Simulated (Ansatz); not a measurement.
`CC(=S)[O][GeH3]`, relaxed with RKS PBE-D4/def2-SVP in Ansatz 0.2.0 from a rough embedded geometry. The force threshold is 0.03 eV/Å; the program also tests the step.

The species carries charge 0 and has multiplicity 1.

Start:

```xyz
11

C     0.821   -0.780   -0.983
C     0.578    0.660   -0.910
S     1.277    1.575   -2.031
O    -0.239    1.351    0.049
Ge   -1.108    0.370    1.369
H     1.279   -1.134    0.040
H    -0.157   -1.319   -1.059
H     1.470   -1.070   -1.758
H    -1.849    1.380    2.267
H    -0.028   -0.364    2.260
H    -2.043   -0.668    0.754
```

Task: By how much does the energy fall, and how many steps does the optimiser take? (An estimate is asked.)

Result: The calculation gave: 11.86 kcal/mol, in 5 steps.

Task: Which bonds change most? (An estimate is asked.)

Result: Ansatz gave: C2–O4 from 1.437 to 1.345 Å; C1–H6 from 1.175 to 1.112 Å; C1–H8 from 1.051 to 1.103 Å; C1–C2 from 1.462 to 1.511 Å.

Task: Give the relaxed structure. (Best estimate.)

Result: The calculation gave: 
```xyz
11

C     0.788   -0.783   -0.913
C     0.583    0.714   -0.924
S     1.266    1.719   -2.034
O    -0.206    1.222    0.040
Ge   -1.073    0.307    1.388
H     1.243   -1.110    0.048
H    -0.184   -1.314   -1.013
H     1.448   -1.093   -1.740
H    -1.792    1.449    2.131
H    -0.014   -0.404    2.267
H    -2.058   -0.705    0.750
```
